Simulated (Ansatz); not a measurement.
Wavefunction ladder for `CN([Si](N)(O)O)[Si](N)(F)F`

Z-matrix (Å, degrees):
```
C
N 1 1.468
H 1 1.091 2 109.7
H 1 1.092 2 110.9 3 119.4
H 1 1.095 2 111.9 3 -119.3
Si 2 1.731 1 118.5 3 22.4
Si 2 1.699 1 119.7 3 -162.3
O 6 1.634 2 116.0 1 67.9
N 6 1.696 2 107.3 1 -47.9
O 6 1.641 2 105.7 1 -176.1
F 7 1.598 2 111.7 1 128.9
N 7 1.691 2 111.7 1 10.1
F 7 1.593 2 110.5 1 -116.9
H 8 0.959 6 115.3 2 86.9
H 9 1.005 6 122.2 2 -47.3
H 9 1.006 6 120.7 2 158.5
H 10 0.959 6 119.2 2 52.2
H 12 1.006 7 121.4 2 -59.1
H 12 1.007 7 119.0 2 155.5
```

Total charge 0; spin multiplicity 1. The structure was optimised at the PBE0-D4/def2-TZVP level. It is one conformer, not always the lowest. Frozen core, restricted reference, Ansatz 0.2.0. CBS rows extrapolate triple and quadruple zeta; past MP2 they add the triple-zeta difference.

| basis | HF (Eh) | MP2 corr. | CCSD corr. | (T) | CCSD(T) total |
| --- | --- | --- | --- | --- | --- |
| def2-SVP | -1132.68079 | -1.56518 | -1.62444 | ? | ? |
| def2-TZVPP | -1133.61232 | -2.01342 | ? | -0.07324 | ? |
| def2-QZVPP | -1133.65883 | ? | – | – | – |
| CBS(def2) | ? | -2.30023 | -2.33909 | as TZ | ? |

Q: Fill in the withheld values. (Best estimate.)

A: The calculation gave: def2-SVP (T): -0.03633; def2-SVP CCSD(T) total: -1134.34156; def2-TZVPP CCSD corr.: -2.05228; def2-TZVPP CCSD(T) total: -1135.73784; def2-QZVPP MP2 corr.: -2.17818; CBS(def2) HF (Eh): -1133.66524; CBS(def2) CCSD(T) total: -1136.07757.
